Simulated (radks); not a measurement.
Results of a calculation; reference values are marked as such.
The krypton ion Kr3+, [Ar] 3d10 4s2 4p3. Level of theory: non-relativistic Kohn-Sham, exchange-only B88, spin-polarised, spherical densities, point nucleus (a radial shooting solver on a logarithmic mesh with Libxc functionals). Every spin shell is full or empty, so the densities are truly spherical. Functionals are evaluated on that one density, not self-consistently. Rank these exchange functionals by their error against the exact value of the orbitals, and give that value: LDA, RPBE, PW91, PW86, OPTX, AM05, B86b, G96, EV93, TPSS, revTPSS, MS2, Tao-Mo.

Answer. Exact: -92.7330 hartree. From best to worst, with 100 (|E| - |E exact|)/|E exact| (equal figures are ties): PW91 +0.04, EV93 +0.05, PW86 +0.06, TPSS -0.08, B86b +0.09, RPBE -0.12, G96 +0.36, MS2 -0.41, Tao-Mo -0.65, revTPSS -0.78, OPTX +0.93, AM05 -5.08, LDA -5.54.
